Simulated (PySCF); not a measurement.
Molecule: sum formula SiAsH$_{4}$, charge -1, multiplicity 1. It need not be the lowest isomer of its formula. Whether it binds its extra electron was not tested at this geometry. SMILES: [AsH-][SiH3]
Geometry: optimised at B3LYP-D3(BJ)/def2-TZVP (Ansatz).

Dispersion corrections to the total energy (kcal/mol) from the dftd3 and dftd4 libraries through PySCF: D3(BJ) without and D4 with the three-body term, each with the damping fitted for the functional named.

| functional | D3(BJ) | D4 |
|---|---|---|
| HF | -22.57 | (withheld) |
| BLYP | (withheld) | -7.16 |
| HSE06 | -1.91 | -2.58 |
| TPSSh | -3.08 | -3.96 |
| LC-wPBE | -2.66 | -3.69 |
| r2SCAN | -0.68 | -0.74 |
| CAM-B3LYP | -2.28 | (withheld) |

Fill in the missing entries.


- HF, D4: -11.24
- BLYP, D3(BJ): -5.84
- CAM-B3LYP, D4: -2.82
